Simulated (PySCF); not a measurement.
A search over the determinants of InH⁺

Unrestricted PBE0; In def2-TZVPPD with ECP28, H def2-TZVPPD; scalar-relativistic core potentials (PySCF 2.14). Outer shells of the fragments: In+ 4d10 5s2; H 1s1.

Followed along the bond (rough minima from three points):

| 2Ms+1 | unpaired | ⟨S²⟩ at the start | R at minimum (Å) | Te (eV) |
| --- | --- | --- | --- | --- |
| 2 | σ ↑ | 0.76 | 1.86 | 0.00 |
| 4 | σ ↑↑, π ↑ | 3.75 | none in the scan | ≤ 6.02 |

Solutions found at the starting distance of 1.810 Å, counted from the lowest of them; the search is not exhaustive and high or unbound solutions are not listed, so other states can lie among these:

```csv
2Ms+1,unpaired,term,E (eV),⟨S²⟩,⟨Lz²⟩,μ (D)
2,σ ↑,²Σ⁺,0.00,0.76,0.00,0.26
2,π ↑,²Π,3.91,0.82,1.00,0.01
4,"σ ↑↑, π ↑",⁴Π,6.34,3.75,1.00,1.74
4,σ ↑↑↑,⁴Σ⁺,9.48,3.75,0.00,2.21
```

A term symbol is given only where ⟨S²⟩ and ⟨Lz²⟩ are close to those of a pure state; real π, δ and φ orbitals otherwise mix terms. A positive dipole points towards H; it is taken about the centre of mass and depends on that origin.

Spin–orbit coupling is left out. Counting both spins, an empty level lies below a filled one in some of these solutions, because spin and occupation are held.
